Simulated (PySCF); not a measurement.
**Spectroscopy problems**

- coordinates at the PBE0-D3(BJ)/def2-SVP level
- PBE0/pcSseg-1 with gauge-including orbitals
- program: PySCF 2.14
- isolated molecule, fast rotation and ring inversion assumed for equivalent nuclei, non-relativistic Hamiltonian, single conformer

Referencing at the same level of theory: TMS for ¹H and ¹³C. Where no couplings were computed, multiplicities follow the n + 1 count of equivalent neighbours, and m marks all less simple cases (inequivalent or close neighbours, rings, F or P nearby). Couplings to H on boron are left out. Carbons bonded to boron are broad in practice. Shifts are as computed. Against solution values, carbons near 30 ppm lie about +2 ppm off and those near 130 ppm about +5 ppm. Of 1309 compounds with measured shifts, 239 miss one by over three times the rms of a fit or turn the order of signals round; such compounds aren't used in these exercises. OH and NH positions are gas-phase values without hydrogen bonding to other molecules.

(1) C7H12BN. ¹H NMR (600 MHz, computed): δ 7.61 (d, 2H), 7.36 (m, 2H), 7.27 (m, 1H), 2.89 (br, 2H), 2.56 (br s, 2H), 2.17 (s, 3H). ¹³C{¹H} NMR (computed): δ 155.4, 141.8, 133.1, 131.5, 31.1. Give a structure.

(2) C7H12BN. ¹H NMR (300 MHz, computed): δ 7.26 (m, 1H), 7.18 (m, 1H), 6.59 (m, 1H), 6.28 (br, 2H), 5.02 (sept, 1H), 1.36 (d, 6H). ¹³C{¹H} NMR (computed): δ 148.0 (C), 141.1 (CH), 132.8 (CH), 116.8 (CH), 47.9 (CH), 25.7 (CH3). Identify the compound.

## Answers

(1) `InChI=1S/C7H12BN/c1-9-8-7-5-3-2-4-6-7/h2-6H,8-9H2,1H3`. 5 carbon signals for 7 carbons: some carbons are equivalent by symmetry or fast rotation. Carbon types of the structure: 1 × C, 5 × CH, 1 × CH3, leaving 4 H on heteroatoms. δC 155.4: substituted aromatic carbon. δC 141.8, 133.1, 131.5: aromatic CH. δC 31.1: methyl carbon bonded to N; deshielded by the electronegative neighbour. δH 2.17: hydrogen on a methyl carbon bonded to N; its carbon carries N, an electronegative neighbour.

The data come from this structure; uniqueness wasn't tested.

(2) `InChI=1S/C7H12BN/c1-6(2)9-5-3-4-7(9)8/h3-6H,8H2,1-2H3`. 6 carbon signals for 7 carbons: some carbons are equivalent by symmetry or fast rotation. Carbon types of the structure: 1 × C, 4 × CH, 2 × CH3, leaving 2 H on heteroatoms. δC 148.0: substituted aromatic carbon next to a ring nitrogen. δC 141.1, 116.8: aromatic CH. δC 132.8: aromatic CH next to a ring nitrogen. δC 47.9: sp3 CH bonded to N; the inductive effect lowers its shielding.

The shifts were computed for this structure.
